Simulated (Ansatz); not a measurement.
Calculated with Ansatz (gas phase, PBE0-D4/def2-TZVP geometries, no zero-point term in ΔE). CBS: MP2 limit from def2 TZ/QZ plus the TZ coupled-cluster correction, frozen cores. This one scheme is used for every species. Functionals use def2-TZVPP. Each species was taken in one conformer, which may not be the lowest.

Consider the hydrogenolysis of the Si–S bond: `CB[SiH2]S` + H₂ → `CB[SiH3]` + H₂S.

```tsv
level	ΔE (kJ/mol)	difference from CCSD(T)/CBS
r2SCANh-D4	43.1	2.7
CAM-B3LYP-D4	32.3	-8.1
PBE	37.0	-3.4
r2SCAN0	39.8	-0.6
HF/def2-SVP	9.5	-30.9
MP2/def2-SVP	29.7	-10.7
CCSD/def2-SVP	17.6	-22.8
CCSD(T)/def2-TZVPP	34.6	-5.8
HF/def2-QZVPP	16.8	-23.6
MP2/CBS(def2)	50.6	10.2
CCSD(T)/CBS	40.4	0
```

Largest T1 diagnostic among the species: 0.012.

In def2-TZVPP, CCSD(T) changes the Hartree–Fock value by +17.5 kJ/mol (the triples alone add +4.8 kJ/mol) and MP2 by +27.7 kJ/mol. At CCSD(T), def2-SVP lies −19.8 kJ/mol from the extrapolated value and def2-TZVPP −5.8 kJ/mol.
